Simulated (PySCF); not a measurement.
H$_{2}$P, charge -1, singlet, at a GFN2-xTB geometry (in this run its highest filled SCF level lies above zero, so its values depend strongly on the basis, on diffuse functions most of all), with bond 3-1 at 2.0 times its length. Base run: B3LYP/cc-pVDZ run with PySCF.

Here is a job for PySCF.
```python
from pyscf import gto, scf, dft

mol = gto.Mole()
mol.atom = '''
    P    -0.00149906    0.07431072    0.08210974
    H     0.97078349   -0.55479397   -0.60060040
    H    -1.89509600   -1.19404442   -1.34420114
'''
mol.basis = 'cc-pvdz'
mol.charge = -1
mol.verbose = 4
mol.build()

mf = dft.RKS(mol)
mf.xc = 'b3lyp'
mf.kernel()
```

The base run was repeated with changes; each row names its change, and settings that it needs were set with it.

```json
[
 {"change": "base", "ΔE vs base (µEh)": "0.0", "SCF cycles": "9"},
 {"change": "conv_tol = 1e-7", "ΔE vs base (µEh)": "0.0", "SCF cycles": "8"},
 {"change": "level_shift = 0.5 (with mf.max_cycle = 100)", "ΔE vs base (µEh)": "0.0", "SCF cycles": "27"},
 {"change": "DIIS = ADIIS", "ΔE vs base (µEh)": "0.0", "SCF cycles": "17"},
 {"change": "diis = off; damp = 0.6 (with mf.diis_start_cycle = 200; with mf.max_cycle = 150)", "ΔE vs base (µEh)": "0.0", "SCF cycles": "17"},
 {"change": "damp = 0.5; diis_start_cycle = 5", "ΔE vs base (µEh)": "0.0", "SCF cycles": "14"},
 {"change": "solver = newton", "ΔE vs base (µEh)": "0.0", "SCF cycles": "-"},
 {"change": "conv_tol = 1e-11", "ΔE vs base (µEh)": "0.0", "SCF cycles": "10"},
 {"change": "init_guess = vsap", "ΔE vs base (µEh)": "0.0", "SCF cycles": "11"},
 {"change": "init_guess = mod_huckel", "ΔE vs base (µEh)": "0.0", "SCF cycles": "10"},
 {"change": "diis_space = 2", "ΔE vs base (µEh)": "0.0", "SCF cycles": "16"},
 {"change": "init_guess = 1e", "ΔE vs base (µEh)": "0.0", "SCF cycles": "12"},
 {"change": "level_shift = 0.1 (with mf.max_cycle = 100)", "ΔE vs base (µEh)": "0.0", "SCF cycles": "11"}
]
```
